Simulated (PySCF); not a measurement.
Isomers of C5H13NSi3, one GFN2-xTB conformer each. Single-point energies are computed at PBE0/pcSseg-1 (PySCF, gas phase, no added dispersion term), electronic only.

Question: Rank them by PBE0/pcSseg-1 energy, lowest first (kcal/mol).
A. `[CH3:1][C:2]1=[CH:3][CH:4]=[CH:5][Si@H:6]1[N:7]([SiH3:8])[SiH3:9]` with C5–Si6–N7–Si8 -164°
B. `[SiH3:1][CH2:2][C:3]1=[CH:4][Si@H:5]([NH:6][SiH3:7])[CH:8]=[CH:9]1` with Si1–C2–C3–C4 99°, C4–Si5–N6–Si7 172°

Answer: A (0.0), B (10.1).

As drawn, the higher has an N–H bond, which the lower lacks. GFN2-xTB itself gives, in the same order: 0.0, 17.5. Both levels put the same isomer lowest.

Which frontier levels, dipoles and rotational constants go with these structures?

```tsv
SMILES	HOMO (eV, PBE0/pcSseg-1)	LUMO (eV)	dipole (D)	A, B, C (MHz)
CC1=CC=C[Si@H]1N([SiH3])[SiH3]	-6.41	-1.57	0.52	1425, 761.0, 630.2
[SiH3]CC1=C[Si@H](N[SiH3])C=C1	-6.43	-1.51	1.00	2292, 406.9, 387.6
```

As an exercise, what shares would exp(−E/RT) give at 1000 K from these electronic energies alone (no entropy, no degeneracies)?

RT = 1.987 kcal/mol: CC1=CC=C[Si@H]1N([SiH3])[SiH3] 99.4 %, [SiH3]CC1=C[Si@H](N[SiH3])C=C1 0.6 %.
